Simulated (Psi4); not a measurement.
Complex: SiH4 (SMILES [SiH4]) (first 5 atoms) with H4OSi (SMILES O[SiH3]); geometry from B3LYP-D3(BJ)/def2-TZVP.
(charge 0, multiplicity 1):
```xyz
11

Si    -0.0062     0.1505     0.1976
H     -0.8232     1.0756     1.0133
H      1.3765     0.6587     0.0843
H     -0.6091    -0.0042    -1.1439
H      0.0172    -1.1748     0.8658
O     -0.4773    -1.2309     3.8016
Si    -0.0222     0.2956     4.2362
H     -0.6117    -1.4117     2.8672
H      1.1141     0.7734     3.4075
H      0.3853     0.2148     5.6527
H     -1.1313     1.2694     4.0888
```

Computed with SAPT0/jun-cc-pV(D+d)Z run with Psi4.

Question: Give the four SAPT terms and the total, and say what mostly holds the pair together.

Answer: electrostatics -1.13, exchange 3.12, induction -0.74, dispersion -1.62, total -0.37 kcal/mol; the largest attraction is dispersion.
